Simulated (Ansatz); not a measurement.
```xyz
2

Cu    0.0000    0.0000    0.0000
Cl    0.0000    0.0000    2.1100
```

Basis set: pcseg-2 (spherical functions). Charge 0, multiplicity 1.

Computed with Ansatz (development build ahead of 0.2.0); each method stands on the lowest determinant of its kind that the runs found. Restricted functionals stand beside restricted open-shell atoms, which can lie above the unrestricted atoms usual in DFT and then raise those values.

Give the atomization energy at this shape (free ground-state atoms in the same class of orbitals less the molecule, no zero-point energy) of singlet CuCl by PBE0 (restricted), PBE0 (unrestricted), UHF.

```csv
method,atomization energy
PBE0 (restricted),86.24 kcal/mol
PBE0 (unrestricted),84.54 kcal/mol
UHF,60.20 kcal/mol
```

The shape needn't be a minimum at these levels.
